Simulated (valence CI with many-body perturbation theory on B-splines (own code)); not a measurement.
# Bi XLV: key properties

Method: valence CI with perturbative core correlation (CI+MBPT): three valence electrons over a frozen Dirac-Fock core [Kr], a basis of 7 s, 7 p, 8 d, 6 f, 4 g, 1 h functions for each j, with the one-electron correlation potential Σ1 (screened to all orders), the two-electron term Σ2, the three-electron term Σ3, Breit, model QED; selected single and double excitations, second order for the rest, scaled by the run's own slope (own B-spline code, finite nucleus).

The last digits are not significant, and no measured levels were compared; by estimate large intervals hold to a few tenths of a per cent, small ones and those within an open d or f shell to about a per cent. The list stops below the first excitations out of the core.

Levels are named by their leading jj configuration (3d3/2^4 stands for four electrons in 3d with j = 3/2), which in mixed levels can hold well under half, so a name can repeat and another be missing.

Rates and lifetimes use the calculated energies. Strong lines usually hold to 10 to 20 %, long lifetimes can be off by a factor of two.

Question: What is the ground level?

Answer: (4d3/2^3) J=3/2, composition 44 % 4d3 4F + 40 % 4d3 2D + 11 % 4d3 2P, g = 0.727.

Question: How well does LS coupling describe the low levels?

Answer: Among the lowest 19 levels the leading LS term, summed over configurations, holds 56 % on average. For single configurations the figures are 56 % in LS and 98 % in jj coupling. Terms mix most in the J = 3/2 level at 265320 cm⁻¹, where the leading one holds 38 %.

Question: What is the ionisation energy?

Answer: 2254.7 eV; NIST lists 2253 ± 4 eV (theoretical).
